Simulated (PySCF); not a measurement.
## Static response to an electric field

C5H7NOSi.
Geometry (GFN2-xTB, Å), atoms numbered from 1 in this order:
```xyz
15
C5H7NOSi angstrom
Si     3.1796    0.5011   -0.2820
C      1.4416   -0.1535   -0.0106
C      0.3221    0.5528   -0.1852
C     -0.9934    0.0130    0.0338
N     -1.3028   -1.1953    0.4196
C     -2.6588   -1.2183    0.4808
C     -3.1344    0.0055    0.1211
O     -2.0802    0.7934   -0.1647
H      3.8327   -0.3154   -1.3078
H      3.9192    0.3989    0.9782
H      3.1191    1.8975   -0.7170
H      1.3177   -1.1796    0.3116
H      0.3394    1.5854   -0.5054
H     -3.1902   -2.0993    0.7745
H     -4.1160    0.4218    0.0311
```

Level: CAM-B3LYP/def2-SVPD (PySCF), static field, nuclei fixed, core orbitals frozen in the response. The polarisability tensor in these axes (au):

```
x   156.41   5.31  -5.30
y     5.31  83.54  -6.27
z    -5.30  -6.27  66.11
```

Task: Diagonalise the tensor; give its mean and Δα, where Δα² is half the sum of the squared differences of the eigenvalues.

Result: Principal values 63.96, 84.94 and 157.16 au; mean 102.02 au = 15.12 Å³ = 16.82 × 10⁻⁴⁰ C²·m²/J; Δα = 84.68 au (83 % of the mean).

Task: What is the dipole moment, and where does it point?

Result: (-1.13, 0.73, -0.18) D, 1.36 D in size, pointing from the negative to the positive side. Measured along this direction, the outermost atoms are H9 and H10 at the negative end and H15 at the positive end.

Task: Directions of the eigenvectors, and the extent of the frame along each?

Result: Largest value along (1.00, 0.08, -0.06), where the nuclei span 7.94 Å; middle along (-0.09, 0.95, -0.29), 3.66 Å; least along (0.04, 0.30, 0.95), 2.40 Å. The response follows the extents in order.

Task: Rayleigh depolarisation ratio (linearly polarised light, static tensor)?

Result: ρ = 3Δα²/(45ᾱ² + 4Δα²) = 21513.8/(468374 + 28685.0) = 0.0433.

Task: How large is μ²/3kT at 250 K beside α?

Result: In Gaussian units μ²/3kT = 17.82 Å³ against 15.12 Å³, a ratio of 1.18; the Debye molar polarisation (4π/3)N_A(α + μ²/3kT) is 83.1 cm³/mol, leaving out the vibrational part.

Task: What are the principal values of the traceless quadrupole moment, Θ = ½Σq(3rr − r²1), about the centre of nuclear charge?

Result: -6.15, -3.97, 10.12 D·Å. The values depend on the origin, since the dipole doesn't vanish. The electronic extent ⟨r²⟩ about the same centre is 1644 bohr², a root-mean-square distance of 2.64 Å for the 66 electrons.

Task: Find the Langevin capture rate constant for H3+ (3.023 u) meeting this molecule (125.030 u), k = 2.342 × 10⁻⁹ cm³/s × √(α in Å³ / reduced mass in u).

Result: The reduced mass is 2.95 u, so k = 5.30 × 10⁻⁹ cm³/s. The formula leaves out the permanent dipole, which adds to the capture rate.

One conformer (not necessarily the lowest) at the GFN2-xTB geometry, without solvent, vibrations or thermal averaging.

The run behind these numbers computed excited states as well. The run took 96 s wall on Arm Neoverse N1, one thread, shared host, and the process peaked at 1.0 GiB of memory.
